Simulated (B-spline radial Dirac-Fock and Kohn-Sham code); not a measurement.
Core-level shifts of cadmium with charge state

Model: multi-electron Dirac-Fock with separately optimised hole states, Breit and Lamb-shift corrections added in first order. Program: a radial B-spline solver. Each ion is free and in its tabulated ground configuration. Correlation and solid-state effects are left out.

Reference: Cd⁴²⁺, [He] 2s2 2p2, with K 30306.2 eV. Shifts from it, in eV (a dash: the subshell is empty, belongs to an open shell averaged over j, or its hole state is left out as unreliable):

```tsv
ion	configuration	K
Cd⁴³⁺	[He] 2s2 2p1	+299.8
Cd⁴⁴⁺	[He] 2s2	+604.1
Cd⁴⁵⁺	[He] 2s1	–
Cd⁴⁶⁺	1s2	+1142.6
Cd⁴⁷⁺	1s1	+2035.5
```

Values without a named source are computed, but for edge energies of neutral atoms, which are taken from tables.
